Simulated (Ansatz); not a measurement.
One change: `C=C[Se][Si](F)(F)F` becomes `CS[Si](F)(F)F`.

Ansatz, PBE0-D4/def2-TZVP geometries, multiplicity 1. Each molecule was computed in one conformer, which needn't be the lowest.

Scalar relativity is left out up to krypton. Spin–orbit coupling is left out; it splits and shifts lone-pair levels of the heavy atoms by tenths of an eV.

| property | `C=C[Se][Si](F)(F)F` |
| --- | --- |
| LUMO energy (PBE0/def2-TZVPP) / eV | -0.97 |
| HOMO–LUMO gap (ωB97M-V/def2-TZVPP) / eV | 10.87 |
| HOMO energy (B3LYP/def2-TZVPP) / eV | -7.30 |
| HOMO energy (PBE/def2-TZVPP) / eV | -6.35 |
| size of the dipole moment (ωB97M-V/def2-TZVPP) / D | 2.31 |
| HOMO–LUMO gap (B3LYP/def2-TZVPP) / eV | 6.11 |

Problem. Give the same properties after the change, and the shifts. (Estimate.)

Solution. The calculation gave: 
| property | `CS[Si](F)(F)F` | shift |
| --- | --- | --- |
| LUMO energy (PBE0/def2-TZVPP) / eV | -0.21 | 0.76 |
| HOMO–LUMO gap (ωB97M-V/def2-TZVPP) / eV | 11.74 | 0.87 |
| HOMO energy (B3LYP/def2-TZVPP) / eV | -7.58 | -0.28 |
| HOMO energy (PBE/def2-TZVPP) / eV | -6.54 | -0.19 |
| size of the dipole moment (ωB97M-V/def2-TZVPP) / D | 2.45 | 0.14 |
| HOMO–LUMO gap (B3LYP/def2-TZVPP) / eV | 7.11 | 1.00 |

With PBE0 the HOMO falls by 0.29 eV and the LUMO rises by 0.76 eV, so the gap widens by about 1.05 eV. PBE moves the HOMO by -0.19 eV and ωB97M-V by -0.32 eV. Dipoles are sizes alone; their direction can turn.

B3LYP here is the variant with VWN-RPA as its local correlation; programs differ in this.
